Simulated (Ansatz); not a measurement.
Geometry optimisation, RHF/def2-SVP (Ansatz).

input.yaml

```yaml
crystal:
  periodic: [false, false, false]
  atoms:
    - { symbol: Sn, position_ang: [0.0, 0.0, 0.0] }
    - { symbol: H, position_ang: [0.0, 0.0, 2.09] }
    - { symbol: Cl, position_ang: [2.2726, 0.0, -0.8025] }
    - { symbol: Cl, position_ang: [-1.1351, 1.9666, -0.8025] }
    - { symbol: Cl, position_ang: [-1.1351, -1.9666, -0.8025] }
    - { symbol: "N", position_ang: [-2.2776, 0.0, 0.7568] }
    - { symbol: H, position_ang: [-2.9976, -0.6071, 0.2705] }
    - { symbol: H, position_ang: [-2.5634, 0.6071, 1.5773] }
    - { symbol: H, position_ang: [-1.0919, 0.0, 1.9721] }
basis:
  gaussian: { orbitals: def2-SVP }
hamiltonian:
  xc: hf
relax:
  f_tol: 0.15
  max_steps: 25
  restrain:
    - { distance: [0, 5], at: 2.1, k: 30.0 }
    - { distance: [8, 1], at: 0.66, k: 30.0 }
    - { distance: [0, 1], at: 2.94, k: 30.0 }
    - { distance: [8, 5], at: 2.26, k: 30.0 }
output:
  orbitals: {}
```

Run as:

```bash
$ ansatz run input.yaml --threads 2 --pin off --max-ram 3072MiB --backend cpu --events-out ev --progress --plain --runs-dir out
```

Where does it end, and by what steps?

The run converged. The restraints hold the end off the free minimum; the threshold counts their pulls, which the force column leaves out. Restrained pairs: Sn1–N6 (2.40 → 2.06 Å), H2–H9 (1.10 → 0.71 Å), Sn1–H2 (2.09 → 2.95 Å), N6–H9 (1.70 → 2.27 Å). After 19 steps the energy has fallen by 5.515 eV (the restraints' own energy left out); Cl5 moved furthest, 1.63 Å.

```json
{"step": "0", "energy less start (eV)": "0.0000", "largest force component (eV/Å)": "3.548", "accepted": "yes"}
{"step": "1", "energy less start (eV)": "-0.8644", "largest force component (eV/Å)": "3.623", "accepted": "yes"}
{"step": "2", "energy less start (eV)": "-1.8141", "largest force component (eV/Å)": "2.559", "accepted": "yes"}
{"step": "3", "energy less start (eV)": "-3.4008", "largest force component (eV/Å)": "2.545", "accepted": "yes"}
{"step": "4", "energy less start (eV)": "-4.2007", "largest force component (eV/Å)": "1.805", "accepted": "yes"}
{"step": "5", "energy less start (eV)": "-4.7119", "largest force component (eV/Å)": "1.685", "accepted": "yes"}
{"step": "6", "energy less start (eV)": "-5.0080", "largest force component (eV/Å)": "1.526", "accepted": "yes"}
{"step": "7", "energy less start (eV)": "-5.2170", "largest force component (eV/Å)": "1.657", "accepted": "yes"}
{"step": "8", "energy less start (eV)": "-5.3381", "largest force component (eV/Å)": "1.517", "accepted": "yes"}
{"step": "9", "energy less start (eV)": "-5.3729", "largest force component (eV/Å)": "1.177", "accepted": "no"}
{"step": "10", "energy less start (eV)": "-5.3669", "largest force component (eV/Å)": "1.347", "accepted": "yes"}
{"step": "11", "energy less start (eV)": "-5.3795", "largest force component (eV/Å)": "1.307", "accepted": "yes"}
{"step": "12", "energy less start (eV)": "-5.4042", "largest force component (eV/Å)": "0.948", "accepted": "yes"}
{"step": "13", "energy less start (eV)": "-5.4231", "largest force component (eV/Å)": "1.310", "accepted": "yes"}
{"step": "14", "energy less start (eV)": "-5.4643", "largest force component (eV/Å)": "1.182", "accepted": "yes"}
{"step": "15", "energy less start (eV)": "-5.4751", "largest force component (eV/Å)": "0.964", "accepted": "yes"}
{"step": "16", "energy less start (eV)": "-5.5035", "largest force component (eV/Å)": "1.120", "accepted": "yes"}
{"step": "17", "energy less start (eV)": "-5.5204", "largest force component (eV/Å)": "1.078", "accepted": "no"}
{"step": "18", "energy less start (eV)": "-5.5141", "largest force component (eV/Å)": "1.016", "accepted": "yes"}
{"step": "19", "energy less start (eV)": "-5.5155", "largest force component (eV/Å)": "1.268", "accepted": "yes"}
```

```xyz
9
Properties=species:S:1:pos:R:3
Sn -0.646 -0.178 -0.389
H -0.099 1.169 2.174
Cl 1.464 -0.942 0.185
Cl -0.507 2.078 -0.925
Cl -1.271 -1.350 -2.303
N -2.059 -0.524 1.074
H -2.746 -1.197 0.778
H -2.528 0.319 1.359
H -0.536 0.625 2.306
```

Time of the run: 48 s on 2 threads of Arm Neoverse V1, with other jobs on the host, peak memory 0.29 GiB.
